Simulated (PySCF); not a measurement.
Working out the ionisation energy of P⁺

P⁺ [Ne] 3s2 3p2 (3P) → P²⁺ [Ne] 3s2 3p1 (2P). All numbers are calculated (PySCF 2.14, scalar relativity by spin-free X2C-1e, in cc-pVDZ-DK). Frozen: [Ne]. Energies in hartree (1 hartree = 27.21139 eV):

| part | P⁺ (lower) | P²⁺ (upper) |
| --- | --- | --- |
| UHF | -341.158774 | -340.454370 |
| CCSD correlation | -0.069854 | -0.057834 |
| (T) | -0.000909 | -0.000590 |

Question: What does Hartree-Fock give?

Answer: (-340.454370) − (-341.158774) = 0.704404 hartree = 19.168 eV.

Question: What do CCSD and CCSD(T) give?

Answer: The CCSD correlation energies differ by 0.012020 hartree = 0.327 eV and the triples by 0.000319 hartree = 0.009 eV, so CCSD gives 19.495 eV and CCSD(T) 19.504 eV.

Reference: 19.769 eV (semi-empirical (NIST evaluation); NIST Atomic Spectra Database, ionization energies), between the lowest levels; spin-orbit coupling is absent from the calculation.

A double-zeta basis recovers only part of the correlation energy.

What remains against the reference includes basis incompleteness, the frozen core and higher excitations.
